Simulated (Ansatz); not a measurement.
Mulliken charges of CH5FSeSi2 (`F[Si@H]1C[Si@@H]1[SeH]`) from PBE/def2-TZVPP in Ansatz (PBE0-D4/def2-TZVP geometry).

```csv
atom,x (Å),y (Å),z (Å),charge (e)
F1,-0.018,-0.265,2.802,-0.269
Si2,0.447,0.096,1.316,0.411
C3,0.177,-1.170,-0.036,-0.278
Si4,-0.901,0.357,-0.453,0.112
Se5,-0.503,1.629,-2.293,-0.144
H6,1.796,0.705,1.372,-0.067
H7,1.033,-1.444,-0.651,0.099
H8,-0.430,-2.048,0.193,0.109
H9,-2.353,0.067,-0.417,-0.036
H10,0.835,2.021,-1.830,0.062
```

Task: By hand: the dipole of these point charges (1 e Å = 4.8032 D).

Result: Σ q r = (0.182, -0.049, -0.157) e Å, of length 0.245 e Å = 1.18 D.

Task: How does the dipole of the full density compare? (Best estimate.)

Result: Computed: (0.165, -0.082, -0.146) e Å, 1.13 D; the point charges give 1.04 times that, at 9° from its direction.

Point charges leave out the atoms' own dipoles, such as those of lone pairs, and Mulliken's split depends on the basis, so the close match here is no proof of good charges.
